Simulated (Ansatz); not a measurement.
[Dy(H2O)6]3+ (DyO6H12³⁺). Total charge 3; sextet. Geometry PBE-D4/def2-SVP; atoms count from 1.

Cartesian coordinates in Å:
```
Dy 0.001 -0.001 0.002
O -0.244 -1.706 1.564
H -1.044 -1.940 2.093
H 0.434 -2.363 1.853
O 0.241 1.703 -1.563
H -0.437 2.360 -1.850
H 1.039 1.935 -2.096
O 0.705 1.473 1.658
H 0.818 1.291 2.621
H 0.958 2.422 1.563
O -0.702 -1.468 -1.660
H -0.953 -2.418 -1.570
H -0.817 -1.280 -2.622
O -2.218 0.597 0.363
H -3.023 0.267 -0.104
H -2.571 1.242 1.021
O 2.219 -0.599 -0.360
H 2.571 -1.244 -1.019
H 3.024 -0.271 0.107
```

In the def2 sets Dy takes a core potential; there is no spin–orbit coupling. With an open 4f shell the SCF may have ended on a state above the lowest.

(1) Estimate the Mulliken populations from the PBE0/def2-TZVP orbitals of Ansatz.

(2) Where does the spin sit?

(3) And the Mayer bond orders between heavy atoms (over 0.3)?

Results:

(1) 
```
atom  charge (e)  spin (α − β)  d electrons
 Dy1        1.93          5.00        10.63
  O2       -0.70          0.00            –
  H3        0.44          0.00            –
  H4        0.44          0.00            –
  O5       -0.70          0.00            –
  H6        0.44          0.00            –
  H7        0.44          0.00            –
  O8       -0.70          0.00            –
  H9        0.44          0.00            –
 H10        0.44          0.00            –
 O11       -0.70          0.00            –
 H12        0.44          0.00            –
 H13        0.44          0.00            –
 O14       -0.70          0.00            –
 H15        0.44          0.00            –
 H16        0.44          0.00            –
 O17       -0.70          0.00            –
 H18        0.44          0.00            –
 H19        0.44          0.00            –
```
Mulliken values depend strongly on the basis.

(2) Summed by element: Dy 5.00, O 0.00, H 0.00, of 5 unpaired in all. Largest on single atoms: Dy1 5.00, O2 0.00, O8 0.00.

(3) Dy1–O2 0.32 (2.33 Å); Dy1–O5 0.32 (2.33 Å); Dy1–O8 0.32 (2.33 Å); Dy1–O11 0.32 (2.33 Å); Dy1–O14 0.32 (2.33 Å); Dy1–O17 0.32 (2.33 Å).
